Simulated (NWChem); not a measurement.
# Atomisation of C2H4O2Si

```
Si
H 1 1.4883
H 1 1.4883 2 110.36
C 1 1.9147 2 117.79 3 -139.26
H 4 1.1009 1 117.47 2 134.77
H 4 1.1009 5 109.09 1 136.90
O 4 1.4605 5 109.91 6 120.58
C 7 1.3812 4 105.01 5 119.96
O 8 1.1900 7 124.18 4 180.00
```
Charge 0, spin multiplicity 1.

Program: NWChem. All single points use one geometry, from B3LYP/def2-SVP, a minimum by its harmonic frequencies. It is one conformer; others weren't searched.

Basis set: def2-TZVP. The atomisation energy is electronic alone: no zero-point, thermal, spin-orbit or counterpoise terms. No value is extrapolated to the basis-set limit. Free atoms are single determinants with multiplicities O 3, C 3, Si 3, H 2.

B3LYP has NWChem's definition, with VWN1-RPA local correlation. The structure started from a generated list of species. No SCF solution was tested for a lower state.

**Question.** One of these methods gave an atomisation energy of 804.8 kcal/mol. Which?
A. PBE0
B. B3LYP
C. BHandHLYP
D. TPSS

**Answer.** C, BHandHLYP. The others give 858.0 (TPSS), 842.3 (B3LYP), 850.7 (PBE0).
